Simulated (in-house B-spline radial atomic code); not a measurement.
Configurations of Tm+, with energies counted from [Xe] 4f13 6s1. Level of theory: scalar-relativistic (X2C) B97-1, spin-polarised, spherical fractional occupations, exact exchange averaged over the configuration, Fermi nucleus of rms radius 5.2256 fm; calculated with a B-spline radial code for spherical atoms. Shells without spins written out take the highest spin.

Occupations are held fixed; configurations that lie above the ionisation limit could autoionise.

```tsv
configuration	E - E(ref) (eV)	highest orbital	its <r> (bohr)
[Xe] 4f13 7p1	7.3215	7p up	9.104
[Kr] 4d10 4f13 5s2 5p5 6s2	25.677	6s down	3.405
[Kr] 4d9 4f13 5s2 5p6 6s1 6p1	177.73	6p up	4.135
[Kr] 4d9 4f13 5s2 5p6 6s1 7d1	184.48	7d up	12.31
[Kr] 4d9 4f13 5s2 5p6 6s1 6f1	185.1	6f up	14.02
```

(1) Order these further configurations by energy, lowest first.
A. [Xe] 4f13 6f1
B. [Xe] 4f12 6s1 7d1
C. [Kr] 4d10 4f13 5s2 5p5 5f1 6s1
D. [Kr] 4d9 4f13 5s2 5p6 6s2
E. [Kr] 4d10 4f13 5s2 5p5 6s1 7p1

## Answers

(1) A (9.433 eV), B (13.13 eV), E (34.578 eV), C (35.693 eV), D (173.83 eV).
